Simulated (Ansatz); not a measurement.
Isolated molecules relaxed with PBE0-D4/def2-TZVP in Ansatz; ΔE leaves out vibrations. CCSD(T)/CBS is the MP2 limit (def2-TZVPP, def2-QZVPP) plus CCSD(T) − MP2 in def2-TZVPP, frozen cores. This one scheme is used for every species. Functionals use def2-TZVPP. For Ga outer-core shells are correlated without core-valence functions, which leaves a few kJ/mol of doubt a bond. Scalar relativity is left out up to krypton. Each species was taken in one conformer, which may not be the lowest.

Consider the formal hydrolysis of a Ga–C bond: `C[Si](C)(C)[CH2][Ga]([F])[Cl]` + H₂O → `[OH][Ga]([F])[Cl]` + tetramethylsilane.

Is it downhill or uphill in electronic energy at CCSD(T)/CBS, and by how much? (Estimate.)

Ansatz gave: Downhill: ΔE = -19.2 kJ/mol.

What do these levels give: r2SCANh-D4, r2SCAN, PBE0, r2SCAN0, RPA@PBE/def2-TZVPP, MP2/def2-QZVPP? (An estimate is asked.)

The calculation gave: r2SCANh-D4 -29.2, r2SCAN -33.8, PBE0 -30.2, r2SCAN0 -32.0, RPA@PBE/def2-TZVPP -28.7, MP2/def2-QZVPP -21.4 kJ/mol.

Largest T1 diagnostic among the species: 0.014.

In def2-TZVPP, CCSD(T) changes the Hartree–Fock value by +25.5 kJ/mol (the triples alone add +3.2 kJ/mol) and MP2 by +27.6 kJ/mol. Leaving LDA and LC-ωPBE aside and taking each functional with its dispersion term where it has one, the values, not all of them listed here, spread over 17.8 kJ/mol, from B2PLYP to revPBE-D4. LDA lies +10.8 kJ/mol from PBE without D4.
